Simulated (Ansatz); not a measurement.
Nb₅O₁₈H₁₁⁺, a hydroxylated oxide cluster. Total charge 1; doublet. Geometry PBE-D4/def2-SVP, that of the neutral singlet; atoms count from 1.

```xyz
34

Nb   -0.252    1.712    0.325
Nb   -1.485   -1.266   -2.187
Nb    1.449    2.152    2.819
Nb    1.983   -0.498    0.351
Nb   -2.812   -0.570    0.601
O     1.415   -2.064    1.265
O     1.566    1.239   -0.345
O     3.603   -0.028    1.172
O    -0.193   -0.470   -0.169
O     2.475   -1.364   -1.327
O    -2.767    0.242   -1.388
O    -2.491   -1.893   -3.647
O    -0.721    0.466   -2.943
O     0.126   -2.183   -2.417
O    -1.589   -1.544    1.846
O    -0.838    2.360   -1.320
O     3.395    2.284    2.687
O     0.878    2.313    4.436
O    -2.380   -2.036   -0.723
O    -4.420   -0.558    1.202
O     0.316    3.089    1.517
O     0.892    0.535    2.049
O    -1.926    1.137    1.047
H     0.559   -2.309    1.679
H     4.020    2.518    3.399
H     3.845    0.811    1.647
H    -0.507   -1.028    0.610
H     3.009   -0.916   -2.010
H    -2.568    1.196   -1.520
H    -3.441   -2.105   -3.701
H     0.042    0.367   -3.542
H     1.047   -2.051   -2.045
H    -1.505   -1.246    2.773
H    -0.726    1.711   -2.143
```

In the def2 sets Nb takes a core potential; there is no spin–orbit coupling. Single mean-field runs in def2-TZVP are fitted with def2-universal-jkfit.

Question: Estimate the Mulliken populations of the heavy atoms from the PBE0/def2-TZVP orbitals of Ansatz.

Answer: 
```json
{"atom": "Nb1", "charge (e)": "1.72", "spin (α − β)": "-0.05", "d electrons": "2.49"}
{"atom": "Nb2", "charge (e)": "1.84", "spin (α − β)": "-0.02", "d electrons": "2.45"}
{"atom": "Nb3", "charge (e)": "1.82", "spin (α − β)": "-0.10", "d electrons": "2.65"}
{"atom": "Nb4", "charge (e)": "1.73", "spin (α − β)": "-0.04", "d electrons": "2.46"}
{"atom": "Nb5", "charge (e)": "1.59", "spin (α − β)": "-0.10", "d electrons": "2.63"}
{"atom": "O6", "charge (e)": "-0.60", "spin (α − β)": "0.00", "d electrons": "–"}
{"atom": "O7", "charge (e)": "-0.58", "spin (α − β)": "0.23", "d electrons": "–"}
{"atom": "O8", "charge (e)": "-0.61", "spin (α − β)": "0.00", "d electrons": "–"}
{"atom": "O9", "charge (e)": "-0.87", "spin (α − β)": "0.02", "d electrons": "–"}
{"atom": "O10", "charge (e)": "-0.75", "spin (α − β)": "0.03", "d electrons": "–"}
{"atom": "O11", "charge (e)": "-0.72", "spin (α − β)": "0.01", "d electrons": "–"}
{"atom": "O12", "charge (e)": "-0.65", "spin (α − β)": "0.01", "d electrons": "–"}
{"atom": "O13", "charge (e)": "-0.77", "spin (α − β)": "0.00", "d electrons": "–"}
{"atom": "O14", "charge (e)": "-0.63", "spin (α − β)": "0.00", "d electrons": "–"}
{"atom": "O15", "charge (e)": "-0.71", "spin (α − β)": "0.10", "d electrons": "–"}
{"atom": "O16", "charge (e)": "-0.64", "spin (α − β)": "0.01", "d electrons": "–"}
{"atom": "O17", "charge (e)": "-0.81", "spin (α − β)": "0.00", "d electrons": "–"}
{"atom": "O18", "charge (e)": "-0.47", "spin (α − β)": "0.21", "d electrons": "–"}
{"atom": "O19", "charge (e)": "-0.66", "spin (α − β)": "0.09", "d electrons": "–"}
{"atom": "O20", "charge (e)": "-0.46", "spin (α − β)": "0.24", "d electrons": "–"}
{"atom": "O21", "charge (e)": "-0.71", "spin (α − β)": "0.01", "d electrons": "–"}
{"atom": "O22", "charge (e)": "-0.70", "spin (α − β)": "0.29", "d electrons": "–"}
{"atom": "O23", "charge (e)": "-0.69", "spin (α − β)": "0.07", "d electrons": "–"}
```
Mulliken values depend strongly on the basis.

Question: Where does the spin sit?

Answer: Summed by element: Nb -0.32, O 1.32, H -0.01, of 1 unpaired in all. Largest on single atoms: O22 0.29, O20 0.24, O7 0.23.

Question: And the Mayer bond orders between heavy atoms (over 0.3)?

Answer: Nb1–O7 0.80 (1.99 Å); Nb1–O16 1.29 (1.86 Å); Nb1–O21 1.02 (1.91 Å); Nb1–O23 1.03 (1.91 Å); Nb2–O11 0.51 (2.14 Å); Nb2–O12 1.13 (1.88 Å); Nb2–O13 0.72 (2.04 Å); Nb2–O14 1.21 (1.87 Å); Nb2–O19 1.05 (1.88 Å); Nb3–O17 0.87 (1.96 Å); Nb3–O18 1.96 (1.72 Å); Nb3–O21 0.85 (1.96 Å); Nb3–O22 0.93 (1.88 Å); Nb4–O6 1.15 (1.90 Å); Nb4–O7 0.95 (1.92 Å); Nb4–O8 1.21 (1.88 Å); Nb4–O10 0.90 (1.95 Å); Nb4–O22 0.33 (2.27 Å); Nb5–O11 0.51 (2.15 Å); Nb5–O15 0.80 (2.00 Å); Nb5–O19 0.77 (2.02 Å); Nb5–O20 1.91 (1.72 Å); Nb5–O23 0.85 (1.98 Å).
